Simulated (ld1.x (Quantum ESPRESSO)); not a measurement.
# Transferability test, RRKJ potential for lead (Pb)

- Element: lead
- Generator: ld1.x (Quantum ESPRESSO) 7.5
- Type: norm-conserving RRKJ (Kleinman–Bylander form)
- Functional: LDA (PZ)
- Relativity: scalar-relativistic
- Frozen core: [Xe] 4f14 5d10
- Valence charge: 4
- Reference configuration: 6s2 6p2
- Partial waves: 6p (bound): rc 1.95 bohr; 6d channel at 0.05 Ry: rc 1.65 bohr; 6s (bound): rc 1.95 bohr
- Local potential: the s channel
- Core correction: none
- rho0: 0.02

Energies are relative to the spin-unpolarised reference configuration 6s2 6p2; without spin polarisation the order of configurations can differ from experiment. Spin-polarised rows fill each open shell by Hund’s rule, majority spin first.

```json
{"valence configuration": "6s2 6p1", "charge": "+1", "ΔE all-electron (eV)": "6.833", "error AE − PS (meV)": "+7.9"}
{"valence configuration": "6s2 6p0", "charge": "+2", "ΔE all-electron (eV)": "20.595", "error AE − PS (meV)": "+65"}
{"valence configuration": "6s2 6p2.3", "charge": "-0.3", "ΔE all-electron (eV)": "-0.859", "error AE − PS (meV)": "+0.8"}
{"valence configuration": "6s1 6p2", "charge": "+1", "ΔE all-electron (eV)": "16.431", "error AE − PS (meV)": "+18"}
{"valence configuration": "6s1 6p3", "charge": "0", "ΔE all-electron (eV)": "8.821", "error AE − PS (meV)": "+25"}
{"valence configuration": "6s2 6p1.5", "charge": "+0.5", "ΔE all-electron (eV)": "2.610", "error AE − PS (meV)": "+1.1"}
{"valence configuration": "6s2 6p2 (spin-polarised)", "charge": "0", "ΔE all-electron (eV)": "-0.452", "error AE − PS (meV)": "+88"}
```

What are ΔE and the potential's error for 6s1 6p0?

ΔE = 53.472 eV all-electron; the error (AE − PS) is +256 meV.

What are ΔE and the potential's error for 6s2 6p1 (spin-polarised)?

ΔE = 6.687 eV all-electron; the error (AE − PS) is +45 meV.

Levels in the configuration 6s2 6p1.5:

```json
{"level": "6s", "all-electron (eV)": "-15.798", "pseudo (eV)": "-15.799"}
{"level": "6p", "all-electron (eV)": "-6.788", "pseudo (eV)": "-6.778"}
```

Note: ghost state, extra bound levels that the all-electron valence spectrum of the same l lacks: d at -19.7 eV. A true bound ghost makes a file unfit for plane-wave use.
